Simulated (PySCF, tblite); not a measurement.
Calculations on `Cl[Si](Cl)(Br)I`, in the order of a workflow; each names the level of the geometry that it ran on. Settings lines and outputs come from a driver script.

BrCl2ISi.
Bonds: Cl1–Si2, Si2–Cl3, Si2–Br4, Si2–I5.

Step 1: GFN2-xTB geometry optimisation, gas phase (tblite 0.8.0) (from a force-field or distance-geometry start)
```json
{"job": {"kind": "relax", "xc": "GFN2-xTB", "basis": "xTB"}, "charge": 0, "multiplicity": 1}
```
```
step      E/eV     max force
  0    -513.95116    0.952
  1    -513.96770    0.607
  2    -513.98174    0.232
...
  9    -514.00134    0.012
 10    -514.00137    0.022
 11    -514.00140    0.026
 12    -514.00143    0.017
 13    -514.00144    0.005
```

Energy lowered by 1.2 kcal/mol over 13 steps; largest atomic force 0.005 eV/Å at the end. «max force» is the largest atomic force in eV/Å.

Hardware: AMD EPYC 9R45, one thread, shared host with 96 logical CPUs at a one-minute load of 22. Cost: under 0.1 s.

Step 2: GFN2-xTB harmonic vibrations, gas phase (tblite 0.8.0) (on the GFN2-xTB geometry)
```json
{"job": {"kind": "ir", "xc": "GFN2-xTB", "basis": "xTB"}, "charge": 0, "multiplicity": 1}
```
```
(table of modes left out)
```

9 modes from 84 to 542 cm⁻¹ (unscaled, harmonic); zero-point energy 3.5 kcal/mol; all wavenumbers are real at this level.

Hardware: one thread, AMD EPYC 9R45 (x86_64), shared host with 96 logical CPUs at a one-minute load of 22. Cost: 0.11 s.

Step 3: PBE0-D3(BJ)/def2-SVP geometry optimisation, gas phase, def2 core potentials past Kr (PySCF 2.14.0) (from the GFN2-xTB geometry)
```json
{"job": {"xc": "PBE0", "basis": "def2-SVP", "d3": "d3bj", "grid": 1, "maxiter": 30, "shake": 0.01, "kind": "geom"}, "charge": 0, "multiplicity": 1}
```
```
step   0  E = -4080.54754951  max force = 0.019344
step   1  E = -4080.54930156  max force = 0.006744
step   2  E = -4080.54958943  max force = 0.003595
step   3  E = -4080.54963126  max force = 0.000720
step   4  E = -4080.54963639  max force = 0.000205
optimisation converged
```

Final energy -4080.54964 Eh after 4 steps; dipole 0.46 D. Energies in Eh; «max force» is the largest Cartesian gradient component in Eh/bohr.

Hardware: an Arm Neoverse V1 with one thread, on a shared host. Cost: 37 s, 0.49 GiB resident at most.

Final geometry (PBE0-D3(BJ)/def2-SVP):
```
atom  x, y, z in Å
Cl1   -1.004   -1.280    1.690
Si2   -0.416   -0.304   -0.008
Cl3   -1.258   -1.234   -1.620
Br4   -1.131    1.775    0.061
I5     1.997   -0.357   -0.191
```

 (This holds for the electronic-property runs.)
